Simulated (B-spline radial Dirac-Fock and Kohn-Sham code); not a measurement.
# As 3s: cross section and angular parameters

System: neutral arsenic in the configuration [Ar] 3d10 4s2 4p3; threshold 204.7 eV (tabulated edge). Model: Dirac-Hartree-Slater photoionisation with a Latter tail; cross sections with all multipoles, angular parameters from the dipole term and its interference with E2. Program: a radial atomic solver.

Input file task.json (cfg lists n, l and occupation; rrms is the nuclear radius in fm):

```json
{"items": [{
  "Z": 33,
  "q": 0,
  "cfg": [[1, 0, 2], [2, 0, 2], [2, 1, 6], [3, 0, 2], [3, 1, 6], [3, 2, 10], [4, 0, 2], [4, 1, 3]],
  "A": 75,
  "rrms": 4.0968,
  "do": "xps",
  "hv": [55.8, 60, 66.6, 69.8, 76.7, 77.3, 80, 105.0, 106.0, 193.0, 200, 301.0, 400, 479.0, 495.0, 553.0, 640.0, 694.0, 1000, 1140.0, 3040.0, 4330.0, 4520.0, 4580.0, 5414.7, 6490.0, 7130.0, 9251.7, 12000, 13000.0],
  "edges": {"K": 11867.0, "L1": 1527.0, "L2": 1359.1, "L3": 1323.6, "M1": 204.7, "M2": 146.2, "M3": 141.2}
}]}
```

Launch: `python xray2_run.py task.json out`

For linearly polarised light dσ/dΩ = σ/(4π) [1 + β P₂(cos θ) + (δ + γ cos²θ) sin θ cos φ], with θ from the polarisation vector and φ the angle between the beam and the projection of the electron momentum on the plane normal to the polarisation.

```
hν (eV)  σ (kb)      β       γ
    301     184  1.996   0.363
    400     136  1.997   0.322
    479     109  1.998   0.265
    495     105  1.998   0.253
    553    89.9  1.998   0.211
    640    73.0  1.998   0.154
    694    64.6  1.998   0.122
   1000    36.1  1.998  -0.003
   1140    28.9  1.998  -0.036
   3040    4.61  1.999   0.090
   4330    2.21  1.999   0.323
   4520    2.02  1.999   0.358
   4580    1.96  1.999   0.369
 5414.7    1.37  1.999   0.522
   6490       ?      ?       ?
   7130   0.739  1.998   0.820
 9251.7   0.405  1.998   1.151
  12000   0.217  1.998   1.531
  13000   0.179  1.998   1.659
```

Q: Give the values at 6490 eV.

A: σ = 0.915 kb, β = 1.999, γ = 0.712. For an s subshell δ is negligible.

Values without a named source are computed, but for edge energies of neutral atoms, which are taken from tables.
